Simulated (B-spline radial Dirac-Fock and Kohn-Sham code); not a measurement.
**Compton profile of I¹¹⁺**

System: the I¹¹⁺ ion, 1s2 2s2 2p6 3s2 3p6 3d10 4s2 4p6 4d6.

The run's input, task.json:

```json
{"items": [{
  "Z": 53,
  "q": 11,
  "cfg": [[1, 0, 2], [2, 0, 2], [2, 1, 6], [3, 0, 2], [3, 1, 6], [3, 2, 10], [4, 0, 2], [4, 1, 6], [4, 2, 6]],
  "A": 127,
  "rrms": 4.75,
  "do": ["scatter"],
  "s": [0.0, 0.05, 0.1, 0.15, 0.2, 0.25, 0.3, 0.35, 0.4, 0.45, 0.5, 0.6, 0.7, 0.8, 0.9, 1.0, 1.1, 1.2, 1.4, 1.6, 1.8, 2.0, 2.5, 3.0, 3.5, 4.0, 5.0, 6.0],
  "pz": [0, 0.1, 0.2, 0.3, 0.4, 0.5, 0.6, 0.8, 1.0, 1.2, 1.4, 1.6, 1.8, 2.0, 2.5, 3.0, 4.0, 5.0, 7.0, 10.0, 15.0, 20.0, 30.0, 40.0, 60.0, 100.0],
  "hv_scatter": [1000, 8047.8, 20000, 30000, 100000, 200000, 500000, 1000000]
}]}
```

Launch: `python xray_run.py task.json out`

Level of theory: the impulse approximation on Dirac-Fock orbitals of the configuration average with a finite nucleus; a radial B-spline solver. pz is in atomic units of momentum; subshell profiles are per electron, for a selection of subshells; open shells are spread over both j values by their weights.

| pz | J total | J 3s1/2 | J 4s1/2 | J 4d5/2 |
| --- | --- | --- | --- | --- |
| 0 | 3.964 | 0.126 | 0.268 | 0.141 |
| 0.2 | 3.955 | 0.125 | 0.264 | 0.141 |
| 0.3 | 3.944 | 0.125 | 0.260 | 0.141 |
| 0.4 | 3.929 | 0.124 | 0.253 | 0.141 |
| 0.5 | 3.909 | 0.123 | 0.245 | 0.141 |
| 0.6 | 3.885 | 0.122 | 0.235 | 0.141 |
| 0.8 | 3.822 | 0.120 | 0.213 | 0.141 |
| 1 | 3.740 | 0.117 | 0.187 | 0.140 |
| 1.2 | 3.638 | 0.113 | 0.160 | 0.139 |
| 1.4 | 3.516 | 0.109 | 0.133 | 0.138 |
| 1.6 | 3.377 | 0.104 | 0.108 | 0.135 |
| 1.8 | 3.223 | 0.0987 | 0.0866 | 0.130 |
| 2 | 3.057 | 0.0933 | 0.0684 | 0.125 |
| 2.5 | 2.620 | 0.0792 | 0.0386 | 0.105 |
| 3 | 2.207 | 0.0650 | 0.0268 | 0.0801 |
| 4 | 1.603 | 0.0401 | 0.0242 | 0.0365 |
| 5 | 1.261 | 0.0230 | 0.0203 | 0.0136 |
| 7 | 0.8685 | 0.00987 | 0.00635 | 0.00395 |
| 10 | 0.4961 | 0.00863 | 0.00198 | 0.00341 |
| 15 | 0.2189 | 0.00392 | 0.00115 | 0.00117 |
| 20 | 0.1126 | 0.000897 | 0.000262 | 0.000306 |
| 30 | 0.03861 | 0.000262 | 5.68e-05 | 2.49e-05 |
| 40 | 0.01676 | 0.000215 | 4.75e-05 | 2.95e-06 |
| 60 | 0.004515 | 7.18e-05 | 1.59e-05 | < 1e-6 |
| 100 | 0.0006248 | 8.70e-06 | 1.91e-06 | < 1e-6 |

J(0) = 3.964. The 4p3/2 subshell gives the largest part, 18 %.

Mean momentum ⟨p⟩ by subshell (a.u.): 1s1/2 49.2, 2s1/2 17.4, 2p1/2 23.3, 2p3/2 22.0, 3s1/2 8.52, 3p1/2 10.2, 3p3/2 9.81, 3d3/2 11.7, 3d5/2 11.5, 4s1/2 4.22, 4p1/2 4.70, 4p3/2 4.57, 4d3/2 4.91, 4d5/2 4.86.

Values without a named source are computed, but for edge energies of neutral atoms, which are taken from tables.
